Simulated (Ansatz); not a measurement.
The inner images of a band of H₄Sn (5 atoms, charge 0, multiplicity 1) are given out of order.

The calculation used RKS revPBE/def2-SVP (Ansatz 0.2.0).

Image 0:

```xyz
5
Properties=species:S:1:pos:R:3
Sn 0.284 0.000 0.201
H 0.284 0.000 1.930
H 1.914 0.000 -0.375
H -0.531 1.411 -0.376
H -0.531 -1.411 -0.376
```

Image 8:

```xyz
5
Properties=species:S:1:pos:R:3
Sn 0.196 0.000 -0.977
H 1.013 0.000 1.322
H 1.662 0.000 0.887
H -0.726 1.289 -0.113
H -0.726 -1.289 -0.113
```

Put them in order from the first end to the last, with their energies above the first end.
A.
```xyz
5
Properties=species:S:1:pos:R:3
Sn 0.254 0.000 -0.826
H 0.921 0.000 1.275
H 1.569 0.000 0.759
H -0.662 1.371 -0.102
H -0.662 -1.371 -0.102
```
B.
```xyz
5
Properties=species:S:1:pos:R:3
Sn 0.285 0.000 -0.511
H 0.653 0.000 1.386
H 1.749 0.000 0.451
H -0.633 1.430 -0.161
H -0.633 -1.430 -0.161
```
C.
```xyz
5
Properties=species:S:1:pos:R:3
Sn 0.275 0.000 -0.347
H 0.554 0.000 1.454
H 1.851 0.000 0.310
H -0.630 1.448 -0.206
H -0.630 -1.448 -0.206
```
D.
```xyz
5
Properties=species:S:1:pos:R:3
Sn 0.264 0.000 0.099
H 0.376 0.000 1.805
H 1.961 0.000 -0.203
H -0.591 1.435 -0.348
H -0.591 -1.435 -0.348
```
E.
```xyz
5
Properties=species:S:1:pos:R:3
Sn 0.279 0.000 -0.648
H 0.795 0.000 1.316
H 1.632 0.000 0.607
H -0.643 1.415 -0.135
H -0.643 -1.415 -0.135
```
F.
```xyz
5
Properties=species:S:1:pos:R:3
Sn 0.255 0.000 -0.029
H 0.435 0.000 1.666
H 1.967 0.000 -0.026
H -0.618 1.456 -0.303
H -0.618 -1.456 -0.303
```
G.
```xyz
5
Properties=species:S:1:pos:R:3
Sn 0.261 0.000 -0.180
H 0.486 0.000 1.544
H 1.928 0.000 0.150
H -0.628 1.460 -0.254
H -0.628 -1.460 -0.254
```

D (+0.11 eV), F (+0.47 eV), G (+1.04 eV), C (+1.62 eV), B (+1.89 eV), E (+1.52 eV), A (+0.83 eV).

Run time: 48 s on 1 thread of Arm Neoverse V1 (shared host), peak memory 0.089 GiB.
